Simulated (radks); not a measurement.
The numbers below are computed, except where a source is named.
Numerical settings for the nitrogen ion N+, [He] 2s2 2p2. Code: a radial shooting solver on a logarithmic mesh with Libxc functionals. Model: non-relativistic Kohn-Sham, TPSS, spin-polarised, spherical densities, point nucleus; open shells are filled with parallel spins first; meta-GGA in the generalised Kohn-Sham scheme. The defaults (mesh step 0.008 in ln r, mesh end at 40 bohr or more with all orbitals vanishing there, Anderson mixing 0.5 over 9 steps, residual threshold near 1e-9 with the energy settled to 1e-9 hartree or 1e-11 of itself, here a cap of 53 iterations) give E = -54.062 hartree and 2p at -22.180 eV in 24 iterations. Run on one thread of a shared host, so times are rough (Arm Neoverse V2): 0.14 s of CPU time, 0.14 s wall, 24 iterations on 2476 mesh points. Changes against that run (0 stands for a change within the tolerance of the run):

setting                    iterations         converged  E (mhartree)  e(2p) (meV)  CPU (s)
mesh step in ln r 0.2              53                no     -3.37e+05            -     0.08
mesh step in ln r 0.02             10               yes             0            0     0.03
mesh step in ln r 0.012            17               yes             0            0     0.07
mesh end (bohr) 1                  27  level above zero     +2.07e+04    +1.58e+05     0.12
mesh end (bohr) 20                 24               yes             0            0     0.14
residual threshold 1e-05           11               yes             0      +0.0836     0.07
residual threshold 0.01             8               yes             0      +0.0833     0.06
mixing 1                           18               yes             0            0     0.11
linear mixing, mixing 0.8          51                no       +0.0054            0     0.24
linear mixing, mixing 0.2          53                no             0      -0.0552     0.28
mixing history 20                  24               yes             0            0     0.15
iteration cap 2                     2                no         +29.9    -9.85e+03     0.02

Settled on a wrong energy, with an occupied level pushed above zero by the early mesh end: mesh end (bohr) 1 (+20.7 hartree). Apart from these: no run marked as converged misses the energy by more than 1 mhartree. A mesh that ends early acts as a hard wall.
